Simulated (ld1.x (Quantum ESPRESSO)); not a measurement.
F (Z = 9): excitation energies, all-electron against TM

```json
{"Element": "F (Z = 9)", "Generator": "ld1.x (Quantum ESPRESSO) 7.5", "Type": "norm-conserving Troullier–Martins (Kleinman–Bylander form)", "Functional": "PBE", "Relativity": "non-relativistic", "Frozen core": "[He]", "Valence charge": "7", "Reference configuration": "2s2 2p4 (charge +1)", "Partial waves": "2p (bound): rc 1.25 bohr; 3d channel at 0.35 Ry: rc 1.30 bohr; 2s (bound): rc 0.50 bohr", "Local potential": "the s channel", "Core correction": "Bessel-smoothed model core inside 0.30 bohr"}
```

Energies are relative to the spin-unpolarised reference configuration 2s2 2p4; without spin polarisation the order of configurations can differ from experiment.

**Question.** Give the all-electron excitation energy and the error of the potential for: 2s2 2p5; 2s2 2p3; 2s2 2p2; 2s2 2p1; 2s1 2p5; 2s1 2p6; 2s2 2p4.5.

**Answer.**

```csv
valence configuration,charge,ΔE all-electron (eV),error AE − PS (meV)
2s2 2p5,0,-19.402,+8.8
2s2 2p3,+2,38.395,+47
2s2 2p2,+3,99.037,+333
2s2 2p1,+4,184.836,+1204
2s1 2p5,+1,19.006,+25
2s1 2p6,0,-0.678,+75
2s2 2p4.5,+0.5,-11.853,+3.7
```
